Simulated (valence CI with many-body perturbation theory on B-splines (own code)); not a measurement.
Run record, Ga25+

Calculated by configuration interaction combined with many-body perturbation theory (CI+MBPT): four valence electrons over a frozen Dirac-Fock core [He], radial functions for each j: 11 s, 11 p, 10 d, 8 f, 5 g, 2 h, with the one-electron correlation potential Σ1 (screened to all orders), the two-electron term Σ2, the three-electron term Σ3, Breit, model QED; selected single and double excitations, second order for the rest, scaled by the run's own slope (own B-spline code, finite nucleus).

Command, and the settings that its task file holds:

```sh
python run_cv.py task.json out
```

```
atom Ga  Z=31  mass_number=69  rms_radius_fm=3.9973
core [He]
valence 2s2 2p2
avg = 1
basis = M
breit = 1
cap = 32000
capref = 2000
cscale = 1
de = 0.0
dress = 0
eps = 2e-08
extrap = 1
h = 0.27
hh = 1
l2 = 3
lcore = 6
maxit = 60
n2 = 5
natural = 1
nlev = 150
nno = [5, 5, 5, 4, 2, 1]
nroot = 36
nsp = [6, 6, 5, 4, 3, 1]
pt2 = 1
qed = 1
rpa = 1
s1 = 1
s2 = 1
s3 = 1
screen = 1
tol = 2e-05
whole = 1
```

(1) Roughly how long does this run take on one core of AMD EPYC 7R43 64-Core Processor (Zen 3), and how much memory?

Log. The first blocks belong to the next ion, which gives the ionisation energy. Fields: 2J, parity (1 odd), roots, reference size, generating configurations, candidates as configurations/state functions, variational space P, stored matrix elements, Davidson steps; e2 is the range of second-order energies in hartree. The first line gives the box (bohr), its intervals, the orbitals and the steps of their self-consistent field. Window is the range of levels sought, series limit the energy at which the first omitted orbital would enter, core excitation an estimate of the first excitation out of the core, left out the lowest levels not solved, and shifts from estimates the range by which levels moved from their first estimate, all in cm⁻¹.

```
rmax 5.7 intervals 60 orbitals 83 references ['2s2 2p2', '2s 2p3', '2p4'] scf 3 t 0.6
2J=1 par=1 roots 2 ref 40 generators 2 cand 2162/3158 P 2194/3198 nnz 2e+06 it 5
2J=1 par=1 roots 2 ref 40 generators 4 cand 626/882 P 2820/4080 nnz 2.9e+06 it 5
   second order: generators 9 cand 5847/8894 e2 -0.00002 -0.00001
reference levels 1204, estimated 772, window 13516929 1/cm; series limit 18979761, core excitation 75984569
2J=0 par=0 roots 18 ref 55 generators 17 cand 1658/2634 P 4283/6398 nnz 2.7e+06 it 8
2J=0 par=0 roots 18 ref 55 generators 31 cand 13035/22452 P 17318/28850 nnz 3.6e+07 it 9
   second order: generators 75 cand 57682/105883 e2 -0.00009 -0.00001
2J=2 par=0 roots 34 ref 129 generators 20 cand 586/2028 P 2353/7126 nnz 4.7e+06 it 8
2J=2 par=0 roots 34 ref 129 generators 27 cand 6601/24861 P 8954/31987 nnz 5.5e+07 it 10
   second order: generators 72 cand 79764/340690 e2 -0.00254 -0.00098
2J=4 par=0 roots 36 ref 156 generators 21 cand 492/2039 P 2132/7231 nnz 5.3e+06 it 7
2J=4 par=0 roots 36 ref 156 generators 35 cand 5384/24766 P 7516/31997 nnz 6.1e+07 it 9
   second order: generators 91 cand 95340/551124 e2 -0.00395 -0.00144
2J=4 par=1 roots 32 ref 155 generators 22 cand 530/2006 P 2130/7184 nnz 5.2e+06 it 7
2J=4 par=1 roots 32 ref 155 generators 30 cand 5348/24815 P 7478/31999 nnz 6e+07 it 8
   second order: generators 75 cand 85090/496350 e2 -0.00532 -0.00090
2J=2 par=1 roots 33 ref 136 generators 23 cand 591/2053 P 2445/7210 nnz 4.7e+06 it 8
2J=2 par=1 roots 33 ref 136 generators 31 cand 6651/24784 P 9096/31994 nnz 5.5e+07 it 9
   second order: generators 82 cand 76530/328111 e2 -0.00302 -0.00070
2J=6 par=1 roots 18 ref 122 generators 15 cand 559/1982 P 2153/7144 nnz 5.3e+06 it 9
2J=6 par=1 roots 18 ref 122 generators 19 cand 5303/24813 P 7456/31957 nnz 6.3e+07 it 9
   second order: generators 62 cand 87343/600352 e2 -0.00417 -0.00116
2J=0 par=1 roots 14 ref 52 generators 13 cand 1781/2956 P 4210/6425 nnz 2.6e+06 it 8
2J=0 par=1 roots 14 ref 52 generators 15 cand 12732/21917 P 16942/28342 nnz 3.6e+07 it 8
   second order: generators 42 cand 34534/60070 e2 -0.00004 -0.00001
2J=6 par=0 roots 21 ref 128 generators 12 cand 487/1996 P 2065/7009 nnz 5.1e+06 it 7
2J=6 par=0 roots 21 ref 128 generators 16 cand 5235/25325 P 7300/32334 nnz 6.4e+07 it 8
   second order: generators 52 cand 71737/488977 e2 -0.00313 -0.00117
2J=8 par=1 roots 8 ref 74 generators 7 cand 602/1984 P 2287/6874 nnz 4.8e+06 it 5
2J=8 par=1 roots 8 ref 74 generators 10 cand 5989/28087 P 8276/34961 nnz 8.2e+07 it 8
   second order: generators 31 cand 58249/426322 e2 -0.00145 -0.00047
2J=8 par=0 roots 9 ref 86 generators 7 cand 684/2104 P 2375/7213 nnz 5.1e+06 it 6
2J=8 par=0 roots 9 ref 86 generators 10 cand 5769/28528 P 8144/35741 nnz 7.4e+07 it 9
   second order: generators 40 cand 67259/509326 e2 -0.00308 -0.00053
2J=10 par=0 roots 3 ref 47 generators 5 cand 1498/4603 P 2613/7510 nnz 4.9e+06 it 4
2J=10 par=0 roots 3 ref 47 generators 7 cand 7035/35771 P 9648/43281 nnz 1.1e+08 it 6
   second order: generators 14 cand 31515/249592 e2 -0.00020 -0.00009
2J=10 par=1 roots 2 ref 32 generators 3 cand 1495/5365 P 2496/7896 nnz 5.5e+06 it 5
2J=10 par=1 roots 2 ref 32 generators 7 cand 5436/28729 P 7932/36625 nnz 9.6e+07 it 5
   second order: generators 15 cand 41044/290422 e2 -0.00036 -0.00016
left out: unestimated 17316500, estimated 14245667, shifts from estimates -904 to 684
operators 0.3
```

The Davidson iterations converged.

No measured levels were compared; by estimate levels of excited configurations hold to 0.05 to 0.15 % of their energy, terms of the ground configuration to about 0.5 %. Among the levels kept, up to 1000 cm⁻¹ of a level comes from second order outside the variational space, and about a tenth of that is noise between levels of different J, which matters for small intervals.

```
Valence energy                            : -407.3736 hartree
Ionisation energy                         : 2547.7 eV (NIST: 2543.9 ± 2 eV (semi-empirical))
Reference configurations for the orbitals : 2s2 2p2, 2s 2p3, 2p4
Radial orbitals                           : 83
Box radius                                : 5.743 bohr
Largest variational space                 : 43281
Lowest levels                             : 2s2 2p2 3P_0 0, 2s2 2p2 3P_1 186780, 2s2 2p2 3P_2 251110, 2s2 2p2 1D_2 491900, 2s2 2p2 1S_0 651690, 2s 2p3 5S°_2 769410, 2s 2p3 3D°_1 1098800, 2s 2p3 3D°_2 1124000, 2s 2p3 3D°_3 1195000, 2s 2p3 3P°_0 1335500, 2s 2p3 3P°_1 1359600, 2s 2p3 3P°_2 1401400, 2s 2p3 3S°_1 1527900, 2s 2p3 1D°_2 1635900 cm⁻¹
```

Names give the largest LS component (configuration and term), which can be under half, so a name can repeat, a term be missing and a line seem to break the LS rules; names also repeat where a configuration has a term twice.

Answers

(1) 2.3 min on 1 thread of AMD EPYC 7R43 64-Core Processor (Zen 3) (shared host), peak memory 0.99 GiB.
